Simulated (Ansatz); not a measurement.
Start from `C=CCl` and change one element to get `C=CI`.

Ansatz, PBE0-D4/def2-TZVP geometries, multiplicity 1. 

Elements past krypton have def2 core potentials.

| property | `C=CCl` |
| --- | --- |
| size of the dipole moment (PBE/def2-TZVPP) / D | 1.26 |
| HOMO–LUMO gap (ωB97M-V/def2-TZVPP) / eV | 11.65 |
| size of the dipole moment (ωB97M-V/def2-TZVPP) / D | 1.38 |
| LUMO energy (PBE/def2-TZVPP) / eV | -1.27 |
| size of the dipole moment (B3LYP/def2-TZVPP) / D | 1.35 |
| ideal-gas entropy at 298 K and 1 bar (rigid rotor, harmonic PBE0-D4/def2-TZVP) / J/(mol·K) | 263 |

(1) Give the same properties after the change, and the shifts. (Best estimate.)

Answers

(1) Ansatz gave: 
| property | `C=CI` | shift |
| --- | --- | --- |
| size of the dipole moment (PBE/def2-TZVPP) / D | 1.20 | -0.06 |
| HOMO–LUMO gap (ωB97M-V/def2-TZVPP) / eV | 10.54 | -1.11 |
| size of the dipole moment (ωB97M-V/def2-TZVPP) / D | 1.30 | -0.08 |
| LUMO energy (PBE/def2-TZVPP) / eV | -1.54 | -0.27 |
| size of the dipole moment (B3LYP/def2-TZVPP) / D | 1.25 | -0.10 |
| ideal-gas entropy at 298 K and 1 bar (rigid rotor, harmonic PBE0-D4/def2-TZVP) / J/(mol·K) | 283 | 20 |

With PBE0 the HOMO rises by 0.48 eV and the LUMO falls by 0.35 eV, so the gap narrows by about 0.83 eV. PBE moves the HOMO by 0.37 eV and ωB97M-V by 0.59 eV. Dipoles are sizes alone; their direction can turn.

B3LYP here is the variant with VWN-RPA as its local correlation; programs differ in this.

Spin–orbit coupling is left out; it splits and shifts lone-pair levels of the heavy atoms by tenths of an eV.
